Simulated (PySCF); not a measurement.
C3H2F4. Atoms are numbered in the order given.

```xyz
9

C      1.0793     1.7147     0.0000
C      0.0157     0.9214     0.0000
F     -1.2374     1.3809     0.0000
C      0.0438    -0.5885     0.0000
F     -0.5803    -1.0768     1.0809
F     -0.5803    -1.0768    -1.0809
F      1.3016    -1.0461     0.0000
H      2.0798     1.2851     0.0000
H      0.9564     2.7990     0.0000
```
Charge 0, spin multiplicity 1.

Coordinates come from a B3LYP-D3(BJ)/def2-SVP optimisation.

The numbers are results of SMD-ωB97X/def2-SVP in PySCF, not measurements.

Solvation free energies are E(SMD) − E(gas) at the gas-phase geometry, for 1 M in both phases. In vacuum the dipole moment is 2.04 D.

Computed solvation free energies in water, acetone, 2-propanol:
```
solvent     ΔG(solv) (kcal/mol)  its non-electrostatic (CDS) part  dipole (D)
----------  -------------------  --------------------------------  ----------
water                       2.3                               5.3        2.61
acetone                    -1.4                               1.5        2.57
2-propanol                 -1.1                               1.7        2.57
```
